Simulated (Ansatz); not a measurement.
Program: Ansatz. Geometries: PBE0-D4/def2-TZVP. ΔE: electronic, gas phase. CCSD(T)/CBS is the MP2 limit (def2-TZVPP, def2-QZVPP) plus CCSD(T) − MP2 in def2-TZVPP, frozen cores. This one scheme is used for every species.

`ClB1O[SiH2]1` + H–F → `FB1O[SiH2]1` + HCl  (ligand exchange at a B–Cl bond)

`ClB1O[SiH2]1`:

```xyz
6

Cl    1.047    2.570   -0.124
B     0.461    0.951   -0.030
O     1.083   -0.202    0.258
Si   -0.592   -0.617   -0.043
H    -0.747   -1.512   -1.212
H    -1.252   -1.190    1.152
```

H–F:

Cartesian coordinates in Å:
```
F -0.108 0.161 -0.417
H 0.108 -0.161 0.417
```

`FB1O[SiH2]1`:

Z-matrix (Å, degrees):
```
Si
B 1 1.887
O 1 1.751 2 43.2
H 1 1.482 2 124.7 3 87.2
H 1 1.482 2 124.7 3 -87.2
F 2 1.307 1 166.3 3 180.0
```

HCl:

Z-matrix (Å, degrees):
```
Cl
H 1 1.279
```

| species | SCS-MP2/def2-TZVPP energy (Eh) |
| --- | --- |
| `ClB1O[SiH2]1` | -849.89535 |
| H–F | -100.33020 |
| `FB1O[SiH2]1` | -489.94050 |
| HCl | -460.30218 |

Problem. Work out ΔE.

Solution. ΔE = (-489.94050) + (-460.30218) − (-849.89535) − (-100.33020) = -0.01713 Eh = -45.0 kJ/mol. CCSD(T)/CBS gives -42.7 kJ/mol.

Largest T1 diagnostic among the species: 0.015.

In def2-TZVPP, CCSD(T) changes the Hartree–Fock value by +18.1 kJ/mol (the triples alone add +3.5 kJ/mol) and MP2 by +25.0 kJ/mol. At CCSD(T), def2-SVP lies −12.3 kJ/mol from the extrapolated value and def2-TZVPP −3.3 kJ/mol.
